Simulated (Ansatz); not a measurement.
```yaml
crystal:
  periodic: [false, false, false]
  atoms:
    - {symbol: C, position_ang: [-1.159443, 0.342266, -2.733652]}
    - {symbol: B, position_ang: [0.113233, -0.064422, -0.175751]}
    - {symbol: C, position_ang: [2.850796, 1.418082, 0.271057]}
    - {symbol: C, position_ang: [0.506630, -3.138857, 0.461793]}
    - {symbol: N, position_ang: [-1.687627, 1.364511, 1.979051]}
    - {symbol: H, position_ang: [-1.524596, 2.663537, -3.312312]}
    - {symbol: H, position_ang: [0.009369, -0.248468, -4.450225]}
    - {symbol: H, position_ang: [-2.964643, -0.546187, -2.998185]}
    - {symbol: H, position_ang: [3.656260, 1.273201, 2.042297]}
    - {symbol: H, position_ang: [2.455025, 3.621099, 0.203335]}
    - {symbol: H, position_ang: [4.040937, 1.107613, -1.009664]}
    - {symbol: H, position_ang: [1.316288, -3.428339, 2.603354]}
    - {symbol: H, position_ang: [1.741841, -3.800002, -0.769606]}
    - {symbol: H, position_ang: [-1.610794, -4.013359, 0.665447]}
    - {symbol: H, position_ang: [-2.004638, 2.890960, 1.683262]}
    - {symbol: H, position_ang: [-3.401677, 0.486082, 1.708210]}
    - {symbol: H, position_ang: [-1.257529, 0.664059, 3.937983]}
basis:
  gaussian: {orbitals: def2-TZVPD}
total_charge: 1
magnetization: {spin_polarized: true, initial_magnetization: 1}
hamiltonian: {xc: {name: revPBE0}, dispersion: d3bjatm}
```

```sh
$ ansatz run in.yaml --threads 4 --pin off --events-out ev --progress --plain --max-ram 11315MiB
```

It prints (some lines left out):

```
Functional definition: revPBE0
1478 factors; their error is unknown
mean field evaluation 1: about -5371.4558 eV, gradient 7.6e1 eV
mean field evaluation 2: about -5100.9747 eV, gradient 1.3e2 eV
mean field evaluation 4: about -5292.5225 eV, gradient 6.6e1 eV
mean field evaluation 8: about -5410.1985 eV, gradient 3.4e0 eV
mean field evaluation 16: about -5411.4288 eV, gradient 8.0e-3 eV
mean field -5411.42882369 eV, -198.8663412724 hartree, gradient 8.6e-6 eV, S^2 5.645576; 8 other end points of the search recorded, 0 dependent functions left out
reference -5411.42891797 eV, -198.8663447370 hartree; 21, 20 occupied and 272, 273 virtual orbitals, 1478 factors
Total energy: -5411.99628685 eV, -198.8871951589 hartree
```

In this input the coordinates are in bohr but typed as ångström. The calculation finished and met its thresholds. The result belongs to that input, not to the molecule as meant.
